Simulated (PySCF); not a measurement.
An unknown shows these calculated signals:

¹H NMR (400 MHz, computed): δ 10.30 (s, 1H), 9.34 (d, 2H), 7.85 (d, 2H).

¹³C{¹H} NMR (computed): δ 197.4 (CH), 157.4 (CH), 145.6 (C), 128.0 (CH).

PySCF 2.14.0 with density-fitted response routines calculation with shielding tensors at PBE0/pcSseg-1 (GIAO) and geometry: GFN2-xTB; non-relativistic, a single conformation, equivalent nuclei averaged, isolated molecule.

Shifts are taken against calculated references (same method and geometry level): TMS for ¹H, ¹³C.

Q: Which of these does the molecule contain: a heteroaromatic ring, a Si–CH3 group, a benzene ring, a non-aromatic C=C double bond, an aldehyde?

A: 
- A heteroaromatic ring: yes.
- A Si–CH3 group: no.
- A benzene ring: no.
- A non-aromatic C=C double bond: no.
- An aldehyde: yes (δC 197.4; δH 10.30 (s)).

The data belong to 4-Pyridine Carbaldehyde (SMILES O=Cc1ccncc1); they needn't prove each group on their own.

Carbon signals by region: 1 in the far downfield region (above 160 ppm), 3 in the sp2 and nitrile region (100–160 ppm). Above 160 ppm: 197.4, aldehyde carbonyl carbon.

Shifts are as computed. Against solution values, carbons near 30 ppm lie about +3 ppm off and those near 130 ppm about +5 ppm. Of 246 compounds with measured shifts, 49 miss one by over three times the rms of a fit or turn the order of signals round; such compounds aren't used in these exercises. No couplings were computed; multiplicities are counted from neighbouring protons, with m where these are inequivalent, close in shift, in a saturated or five-membered ring or joined by F or P, and br s for small geminal =CH2 splittings.
